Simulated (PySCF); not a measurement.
**M06-2X on Pr (praseodymium, neutral)**

Configuration: [Xe] 4f3 5d1 6s1, one real determinant (an excited configuration). All numbers are calculated (PySCF 2.14, the spin-free X2C one-electron Hamiltonian (Gaussian nucleus), in ANO-RCC-VTZP).

- Total energy: -9236.99 hartree
- One-electron energy: -12611.63 hartree
- Hartree (Coulomb) energy: 3594.53 hartree
- Exchange-correlation energy: -219.89 hartree
- ⟨S²⟩: 8.7523
- ⟨L²⟩: 40.002
- Sum of ⟨r⟩: 43.11 bohr
- Sum of ⟨r²⟩: 81.88 bohr²
- Traceless quadrupole moment −½Σ⟨3z² − r²⟩ along its main axis: -3.44 e·bohr²
- Langevin diamagnetic susceptibility: -64.9 ×10⁻⁶ cm³/mol
- Time after the integrals: about 22 core-seconds

```
shell  electrons  mean orbital energy (hartree)  spread (hartree)  rms radius, mean of both spins (bohr)
 1s α          1                    -1541.61467                 0                                 0.0275
 1s β          1                    -1541.61376                 0                                 0.0275
 2s α          1                     -249.76347                 0                                  0.112
 2s β          1                     -249.76102                 0                                  0.112
 2p α          3                     -223.93126           0.00205                                 0.0997
 2p β          3                     -223.92934           0.00280                                 0.0997
 3s α          1                      -54.55914                 0                                  0.291
 3s β          1                      -54.52154                 0                                  0.291
 3p α          3                      -46.29670           0.00706                                  0.290
 3p β          3                      -46.25655           0.01068                                  0.290
 3d α          5                      -34.46433           0.00647                                  0.268
 3d β          5                      -34.42485           0.01292                                  0.268
 4s α          1                      -11.14553                 0                                  0.662
 4s β          1                      -11.05942                 0                                  0.662
 4p α          3                       -8.39576           0.01002                                  0.703
 4p β          3                       -8.29960           0.02063                                  0.703
 4d α          5                       -4.36224           0.01863                                  0.785
 4d β          5                       -4.23272           0.03149                                  0.785
 5s α          1                       -1.58901                 0                                   1.62
 5s β          1                       -1.52243                 0                                   1.62
 5p α          3                       -0.87081           0.00384                                   1.91
 5p β          3                       -0.81197           0.02612                                   1.91
 4f α          3                       -0.18000           0.00275                                   1.35
 6s α          1                       -0.15763                 0                                   4.94
 5d α          1                       -0.10829                 0                                   3.66
```

⟨L²⟩ = 40.00 against 72 for a pure L term, so this real determinant mixes terms. Spin-orbit coupling, absent here, splits the open shell strongly.

Densities and radii are taken from the X2C orbitals without a picture-change correction, which distorts them close to the nucleus.
